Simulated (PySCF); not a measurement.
Protons, H atoms and electrons added to or taken from NC=O. All species are isolated molecules in the gas phase. One relaxed conformer stands for each flexible species; it need not be the lowest. Strings in code marks are SMILES.

The T1 excitation (TDA) from two functionals at the same geometries (B3LYP-D3(BJ)/def2-TZVP), both in PySCF: PBE-D3(BJ)/def2-TZVP and B3LYP-D3(BJ)/def2-TZVP. B3LYP has the VWN-RPA correlation part, as in Gaussian. Excitations are Tamm–Dancoff values on a coarser integration grid. The basis has no diffuse functions, so Rydberg states are missing or too high.

```json
[
 {"species": "neutral parent (`NC=O`)", "PBE-D3(BJ)/def2-TZVP (eV)": "5.01", "B3LYP-D3(BJ)/def2-TZVP (eV)": "5.17"},
 {"species": "proton added at N1 (`O=C[NH3+]` (not the most basic site))", "PBE-D3(BJ)/def2-TZVP (eV)": "4.50", "B3LYP-D3(BJ)/def2-TZVP (eV)": "4.58"},
 {"species": "proton added at O3 (`N/C=[O+]/[H]`)", "PBE-D3(BJ)/def2-TZVP (eV)": "5.41", "B3LYP-D3(BJ)/def2-TZVP (eV)": "5.48"}
]
```

Over these rows, drawn at random from the members with no instability flagged (it was tested for open shells, ions and some series alone), PBE minus B3LYP-D3(BJ): mean -0.10 eV, from -0.15 eV to -0.08 eV.
